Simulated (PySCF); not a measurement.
C8H8.
SMILES: `C=CC#CC=C1CC1`

Computed with PySCF at CAM-B3LYP/def2-SVPD, non-relativistic, on one gas-phase PBE0-D3(BJ)/def2-SVP geometry that isn't relaxed in the solvent. The solvent is an IEF-PCM continuum (van der Waals radii × 1.2), and excitations are vertical TDDFT with non-equilibrium linear response and a frozen core. The model holds no explicit solvent molecules, cavitation or dispersion.

Gas-phase singlets (H = HOMO, L = LUMO):

| state | E (eV) | λ (nm) | f | leading configurations |
| --- | --- | --- | --- | --- |
| S1 | 4.602 | 269 | 0.622 | H→L 92% |
| S2 | 4.810 | 258 | 0.000 | H-1→L 96% |
| S3 | 5.725 | 217 | 0.001 | H→L+2 30%, H→L+3 21% |
| S4 | 6.194 | 200 | 0.000 | H→L+1 76%, H→L+5 18% |
| S5 | 6.318 | 196 | 0.000 | H-3→L 84% |

Problem. What are the lowest 5 singlets in acetonitrile (ε = 35.69)?

Solution. 
```tsv
state	E (eV)	λ (nm)	f	leading configurations	change by rank (eV)
S1	4.524	274	0.743	H→L 94%	-0.078
S2	4.943	251	0.000	H-1→L 96%	+0.133
S3	5.764	215	0.001	H→L+3 46%, H→L+7 15%	+0.039
S4	6.157	201	0.000	H→L+1 83%, H→L+4 10%	-0.037
S5	6.203	200	0.000	H-3→L 83%, H-3→L+2 15%	-0.115
```

Problem. What are the lowest 5 singlets in dimethylsulfoxide (ε = 46.83)?

Solution. 
| state | E (eV) | λ (nm) | f | leading configurations | change by rank (eV) |
| --- | --- | --- | --- | --- | --- |
| S1 | 4.489 | 276 | 0.771 | H→L 94% | -0.113 |
| S2 | 4.944 | 251 | 0.000 | H-1→L 96% | +0.134 |
| S3 | 5.763 | 215 | 0.001 | H→L+3 46%, H→L+7 15% | +0.038 |
| S4 | 6.152 | 202 | 0.000 | H→L+1 83%, H→L+4 9% | -0.042 |
| S5 | 6.199 | 200 | 0.000 | H-3→L 83%, H-3→L+2 15% | -0.119 |

Problem. The ground-state energy changes by -0.168 eV from gas to dimethylsulfoxide. By how much does the total energy of gas-phase S1 change?

Solution. E(S1) = E(S0) + excitation energy, so it changes by -0.168 − 0.113 = -0.281 eV: it is lowered more than the ground state, which is what a red shift means. This is the vertical state, with the slow part of the continuum still set for S0.

Problem. How do the frontier levels move from gas to dimethylsulfoxide?

Solution. 
```csv
orbital,gas (eV),solvent (eV),change (eV)
LUMO+2,1.58,1.57,-0.01
LUMO+1,1.41,1.40,-0.01
LUMO,-0.36,-0.43,-0.07
HOMO,-7.43,-7.56,-0.13
HOMO-1,-8.97,-9.19,-0.22
HOMO-2,-9.78,-9.88,-0.10
HOMO-3,-10.24,-10.18,+0.06
```

The HOMO–LUMO gap goes from 7.07 to 7.13 eV. Rows go by rank; for LUMO+1 and LUMO+2 the atom shares or the degeneracy differ between the runs, so the row needn't follow one orbital.
